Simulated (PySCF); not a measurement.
# Core-level binding energies of `C/C=N\[SiH3]`

C₂H₇NSi.
Geometry (PBE0-D3(BJ)/def2-SVP, Å), atoms numbered from 1 in this order:
```
atom  x, y, z in Å
C1    -1.723   -0.767    0.508
C2    -1.108    0.273   -0.378
N3     0.115    0.521   -0.574
Si4    1.594   -0.165    0.038
H5    -2.376   -1.426   -0.089
H6    -0.972   -1.378    1.027
H7    -2.373   -0.282    1.255
H8    -1.852    0.895   -0.920
H9     1.469   -1.309    1.007
H10    2.340    0.933    0.718
H11    2.379   -0.643   -1.138
```

Level of theory: delta-SCF UKS SCAN, pcX-2 on the ionised atom, pcseg-1 elsewhere, spin-free X2C in PySCF. Binding energies are ΔSCF values: E(core-ionised, relaxed orbitals) − E(ground state) at a fixed geometry, referred to the vacuum level.

Give the core binding energies atom by atom.

```csv
atom(s),environment,level,binding energy (eV),2p1/2 (eV),above the level's lowest (eV),count
Si4,SiH3 silicon,Si 1s,1846.70,–,0.00,1
N3,C=N nitrogen,N 1s,404.02,–,0.00,1
C2,C=N carbon,C 1s,292.14,–,+1.02,1
C1,methyl carbon,C 1s,291.12,–,0.00,1
Si4,SiH3 silicon,Si 2p3/2,106.85,107.47,0.00,1
```

The listed C 1s values span 1.02 eV, from C1 (bonded to C and 3 H) to C2 (bonded to N (double bond), C and H). Summing the Pauling electronegativity differences to the bonded atoms, each weighted by its formal bond order, gives -1.05 for the lowest site and +0.63 for the highest.

Which effective nuclear charge Zeff reproduces each element's mean 1s value in the hydrogen-like formula E = 13.606 eV × Zeff²?

C (Z = 6): mean 291.6 eV, Zeff = 4.63, Z − Zeff = 1.37; N (Z = 7): mean 404.0 eV, Zeff = 5.45, Z − Zeff = 1.55; Si (Z = 14): mean 1846.7 eV, Zeff = 11.65, Z − Zeff = 2.35. Means run over the listed sites, weighted by atom count.

Which photon wavelength matches the N 1s of N3 threshold?

λ = hc/E = 12398.42 eV Å / 404.02 eV = 30.688 Å.

The unrestricted hole states depart most from a pure doublet (⟨S²⟩ = 0.75; over 0.85 named) for C 1s of C2 (0.86), which makes this value less certain. For 2p shells one spin-free hole was relaxed; a mean-field spin–orbit operator and the ground-state splitting of the three 2p orbitals were then diagonalised within the shell. The shell's mean is (2 × 2p3/2 + 2p1/2)/3, and the degeneracies 2j + 1 give areas of 2:1. 2p1/2 minus 2p3/2 (ligand field included): Si 0.62 eV. Isolated species at its PBE0-D3(BJ)/def2-SVP geometry, gas phase.
